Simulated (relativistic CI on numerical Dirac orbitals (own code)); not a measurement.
## Crystal-field levels of Sc²⁺, 3d

Calculated by Dirac-Coulomb-Breit CI, KLI orbitals optimised for each configuration, a model potential for QED, valence Slater integrals scaled by 0.8, one configuration in a parametric crystal field (own radial code).

Field parameters in Wybourne normalisation: Oh B⁴₀ = 21Dq, B⁴₄ = √(5/14) B⁴₀. The field is a parameter set, without covalency.

S is read from ⟨S²⟩ = S(S + 1).

Site symmetry Oh; labels are those of the double group. Computed levels in cm⁻¹ above the lowest, in rising order:

```
Δ (size of 10Dq)  Lowest  No. 2     No. 3
            3250      Γ8  99 Γ7   3286 Γ8
            5850      Γ8  99 Γ7   5885 Γ8
            8450      Γ8  98 Γ7   8484 Γ8
           11050      Γ8  98 Γ7  11084 Γ8
           13650      Γ8  98 Γ7  13683 Γ8
           16250      Γ8  98 Γ7  16283 Γ8
           18850      Γ8  98 Γ7  18883 Γ8
           21450      Γ8  98 Γ7  21483 Γ8
           24050      Γ8  98 Γ7  24083 Γ8
           26650      Γ8  98 Γ7  26683 Γ8
           29250      Γ8  98 Γ7  29283 Γ8
           31850      Γ8  98 Γ7  31883 Γ8
```

Ground-state S against |10Dq| in cm⁻¹: 3250: 0.50, 5850: 0.50, 8450: 0.50, 11050: 0.50, 13650: 0.50, 16250: 0.50, 18850: 0.50, 21450: 0.50, 24050: 0.50, 26650: 0.50, 29250: 0.50, 31850: 0.50.

No abrupt spin change occurs in this range.
